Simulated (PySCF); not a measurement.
C₇H₁₀N (doublet state).
Numbering: `[CH3:1][CH2:2][C:3]1=[CH:4][CH:5]=[N:6][CH2:7][CH:8]1` (hydrogens: H9, H10, H11 on C1; H12, H13 on C2; H14 on C4; H15 on C5; H16, H17 on C7; H18 on C8)

Cartesian coordinates in Å at the GFN2-xTB level; atoms count from 1:
```xyz
18
C7H10N angstrom
C      2.4463    0.1679    0.2468
C      1.4218   -0.9408    0.0021
C      0.0283   -0.3782   -0.0032
C     -0.6261   -0.1122    1.2169
C     -1.9125    0.4512    1.1930
N     -2.5800    0.7562    0.1306
C     -1.9889    0.5140   -1.1468
C     -0.6208   -0.0753   -1.1600
H      3.4522   -0.2442    0.2780
H      2.3990    0.9086   -0.5486
H      2.2469    0.6676    1.1920
H      1.5082   -1.6916    0.7904
H      1.6295   -1.4222   -0.9554
H     -0.1476   -0.3408    2.1554
H     -2.4157    0.6585    2.1310
H     -1.9955    1.4715   -1.6968
H     -2.6856   -0.1293   -1.7130
H     -0.1681   -0.2546   -2.1242
```

The hyperfine couplings belong to this conformer and change with its torsions.

Computed with UKS B3LYP, pcH-1 on C H N, non-relativistic, mean-field spin-orbit, GIAO in PySCF 2.14.0. Geometry: GFN2-xTB, one conformer, isolated molecule. The geometry wasn't refined by DFT: couplings that depend on bond lengths, twists or pyramidal angles can differ widely from those at the functional's own minimum. Stability of the SCF solution: not tested. ⟨S²⟩ is 0.782 where a pure state has 0.75.

The largest Mulliken spin populations are on C4 (+0.58), C8 (+0.44), N6 (+0.33) and C3 (-0.20). Three atoms exceed +0.15. The angles at C4 add up to 360.0°, so it is planar.

Task: McConnell's relation a(H) = Q·ρ ties the coupling of a proton on a planar π carbon to the spin population of that carbon. What Q do the computed values give?

Result: 
| H | C | ρ(C) | a(H) (G) | a/ρ (G) |
| --- | --- | --- | --- | --- |
| H14 | C4 | +0.579 | -12.88 | -22.2 |
| H15 | C5 | -0.178 | +2.54 | -14.2 |
| H18 | C8 | +0.442 | -10.13 | -22.9 |

A least-squares line through the origin gives Q = -22.0 G with Mulliken populations. In every row coupling and population have opposite signs. Where ρ is negative the coupling is positive.

Task: Leave H15 and its like out of the fit. How well does the relation then predict its coupling?

Result: The other protons give Q = -22.5 G, so a = -22.5 × -0.178 = 4.01 G, against the computed 2.54 G.

Couplings in gauss use g_iso = 2.0033.

The SMILES draws the unpaired electron on C8; the largest computed Mulliken spin population is on C4 (0.58 against 0.44).
